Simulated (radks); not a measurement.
Effect of the nuclear size on the chromium ion Cr8+, [Ne] 3s2 3p4. Method: Dirac Kohn-Sham, relativistic LDA (MacDonald-Vosko exchange, VWN5 correlation), spin-unpolarised, spherical densities, finite nucleus; open shells are shared between the two j in proportion to 2j + 1; Fermi nuclear charge, rms radius 3.6452 fm; computed with a radial shooting solver on a logarithmic mesh with Libxc functionals. The rms radius is varied about that value; shifts are against it.

rms radius (fm),total energy shift (eV),density at nucleus (e/bohr^3),1s1/2 shift (meV),2s1/2 shift (meV),2p1/2 shift (meV),3s1/2 shift (meV)
3.1859,-0.0173,1.142e+04,-7.29,-0.631,0.082,-0.108
3.4593,-0.00728,1.138e+04,-3.06,-0.265,0.035,-0.045
3.6452,0,1.136e+04,0.000,0.000,0.000,0.000
3.8056,0.00658,1.134e+04,2.77,0.240,-0.031,0.041
4.2394,0.0257,1.13e+04,10.8,0.937,-0.122,0.161

Slopes of the eigenvalues against <r^2> in GHz/fm^2, as finite differences over the two radii next to the reference (eigenvalue slopes, not the field-shift constants of lines): 1s1/2 560, 2s1/2 48.5, 2p1/2 -6.33, 3s1/2 8.31.
